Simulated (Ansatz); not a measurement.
Basis-set extrapolation for `OC1=C(Cl)C1(O)Cl` (PBE0-D4/def2-TZVP geometry, frozen core, Ansatz). Multiplicity 1, RHF reference.

```csv
,def2-TZVPP,def2-QZVPP
HF,-1183.513837,-1183.550874
MP2 correlation,-1.317033,-1.425001
CCSD(T) correlation,-1.410391,not run
```

Energies in hartree. Use E(X) = E(∞) + A·exp(−7.88·√X) for Hartree–Fock and E(X) = E(∞) + B·X^(−2.97) for correlation, with X = 3 and 4, and add CCSD(T) minus MP2 of the smaller set to the MP2 limit.

**Question.** What is the CCSD(T) energy at the basis-set limit?

**Answer.** HF limit: -1183.550874 + (-0.037037) × 0.13774 = -1183.55598. MP2 limit: -1.425001 + (-0.107968) × 0.74074 = -1.50498. Higher-order term: -1.410391 − (-1.317033) = -0.09336. Total: -1185.15432 hartree, 6.26 eV below CCSD(T)/def2-TZVPP.
